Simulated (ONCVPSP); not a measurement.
# Before and after: ONCV potential for Pt (Z = 78)

- Element: platinum
- Generator: ONCVPSP 4.0.1
- Type: optimised norm-conserving Vanderbilt (ONCV)
- Functional: PBE
- Relativity: scalar-relativistic
- Frozen core: [Kr] 4d10
- Valence charge: 32
- Reference configuration: 4f14 5s2 5p6 5d9 6s0.5 6p0.5
- Partial waves: 5s+6s: rc 1.45 bohr, ncon 4, nbas 8, qcut 9.2 1/bohr, 2 projectors; 5p+6p: rc 1.80 bohr, ncon 3, nbas 8, qcut 9.3 1/bohr, 3 projectors, debl 3.3 Ha; 5d: rc 1.75 bohr, ncon 5, nbas 10, qcut 9.7 1/bohr, 1 projector; 4f: rc 0.60 bohr, ncon 5, nbas 9, qcut 26.7 1/bohr, 2 projectors, debl 1.4 Ha
- Local potential: polynomial inside 0.60 bohr (lpopt 3, dvloc0 0 Ha)
- Core correction: Teter function, fcfact 2.5, rcfact 1.3

In the f channel the program set the typed energies aside and used -2.615, 0.250 Ha.

All-electron outer shells of the reference configuration (PBE, scalar-relativistic, ld1.x):

| shell | level (eV) | outermost node (bohr) | outermost maximum (bohr) |
| --- | --- | --- | --- |
| 4p | -521.01 | 0.22 | 0.41 |
| 4d | -307.91 | 0.20 | 0.42 |
| 5s | -102.91 | 0.49 | 0.87 |
| 4f | -71.15 | – | 0.38 |
| 5p | -57.12 | 0.53 | 0.98 |
| 5d | -7.20 | 0.57 | 1.26 |
| 6s | -6.46 | 1.14 | 2.35 |
| 6p | -1.40 | 1.36 | 3.55 |

Change: f: rc 0.76.

Cutoffs: the cutoffs (Ha) at which the residual kinetic energy of the hardest occupied pseudo-wave falls to 1 and 0.1 mHa per electron; they do not see the model core or the augmentation charge, which bear on the density cutoff. Errors are all-electron minus pseudo energies relative to the spin-unpolarised reference configuration.

Q: Predict the effect on cutoff, ghosts and configuration errors.

A: The potential gets softer (350 Ha and 837 Ha → 285 Ha and 312 Ha); both files keep a bound ghost (s); the errors of the 3 common tests hardly move. A larger radius leaves more room for a smooth pseudo-wave, so fewer plane waves are needed.

| quantity | base | changed |
| --- | --- | --- |
| cutoff, loose | 350 Ha | 285 Ha |
| cutoff, tight | 837 Ha | 312 Ha |
| loose cutoff by channel | s 30 Ha, p 19 Ha, d 19 Ha, f 350 Ha | s 30 Ha, p 19 Ha, d 19 Ha, f 285 Ha |
| bound ghosts | s | s |
| GHOST(+) flags under 300 eV | d at 67.0 eV, p at 95.8 eV | d at 67.0 eV, p at 95.8 eV |
| tests with a reliable result | 3 of 4 | 3 of 4 |
| error for 4f14 5s2 5p6 5d9 6s1 6p0, meV [ΔE -2.46 eV] | +0.7 | +0.7 |
| error for 4f14 5s2 5p6 5d9 6s0 6p0, meV [ΔE 6.73 eV] | -2.9 | -2.9 |
| error for 4f14 5s2 5p6 5d9 6s0 6p1, meV [ΔE 2.59 eV] | -0.9 | -0.9 |
| s: phases at 1.48 bohr within 0.05 rad from the reference energy up to (Ha; the scan ends near 5) | to the end of the scan | to the end of the scan |
| p: phases at 1.83 bohr within 0.05 rad from the reference energy up to (Ha; the scan ends near 5) | 3.5 | 3.5 |
| d: phases at 1.78 bohr within 0.05 rad from the reference energy up to (Ha; the scan ends near 5) | 1.6 | 1.6 |
| rms error of d²Exc/dni dnj with the model core, mHa | 3.01 | 2.94 |

 A true bound ghost makes a file unfit for plane-wave use even where its test errors are small: the radial tests pick states by their node count and pass the ghost by.
